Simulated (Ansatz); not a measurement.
`C[SiH]1CCO1` → `C1C[SiH2]CO1`  (isomerisation)

Isolated molecules relaxed with PBE0-D4/def2-TZVP in Ansatz; ΔE leaves out vibrations. CCSD(T)/CBS adds triple-zeta CCSD(T) − MP2 to the extrapolated MP2 energy (def2 sets, frozen cores). Functionals use def2-TZVPP. B3LYP here is the variant with VWN-RPA as its local correlation; programs differ in this.

```tsv
level	ΔE (kcal/mol)
B3LYP-D4	29.8
PBE0	29.5
B3LYP	30.5
SCS-MP2/def2-QZVPP	32.2
```

Q: What does CCSD(T)/CBS give? (Best estimate.)

A: Computed: +31.0 kcal/mol. The listed levels differ from it by -1.2, -1.5, -0.5, 1.2 kcal/mol.

Largest T1 diagnostic among the species: 0.012.

From PBE to PBE0 (25 % exact exchange), in def2-TZVPP and without D4, ΔE moves by +1.0 kcal/mol.
